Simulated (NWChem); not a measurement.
C3H6OSi; SMILES C#C[SiH2]CO

```xyz
11

C      0.8507     2.5336    -0.0508
C      0.1472     1.5436     0.0257
Si    -0.9119     0.0473     0.1293
C      0.0111    -1.4739    -0.5176
O      1.0972    -1.7405     0.3331
H      1.4730     3.4087    -0.1153
H     -2.1247     0.2572    -0.7199
H     -1.3274    -0.1584     1.5464
H     -0.7146    -2.3135    -0.5683
H      0.3206    -1.2649    -1.5624
H      1.6049    -2.4704    -0.0349
```
Atoms are numbered in this order, from 1.

Program: NWChem. Pople sets run with spherical d functions. Geometry: optimised at PBE0/def2-SVP. Atomic charges in e: unrestrained fits to the electrostatic potential beside Mulliken populations; buried atoms are poorly determined by the fit.

For level Hartree-Fock/6-31G*:

| Property | Value |
|---|---|
| Mulliken C2 | -0.30 |
| ESP Si3 | 0.63 |
| Mulliken Si3 | 0.78 |
| Mulliken C4 | -0.26 |
| Mulliken O5 | -0.76 |

Estimate the same quantities for level B3LYP/def2-SVP.

The Mulliken C2 is 0.03 and the ESP Si3 comes out as 0.47. The Mulliken Si3 is 0.46 and the Mulliken C4 is -0.02. The Mulliken O5 is -0.31.
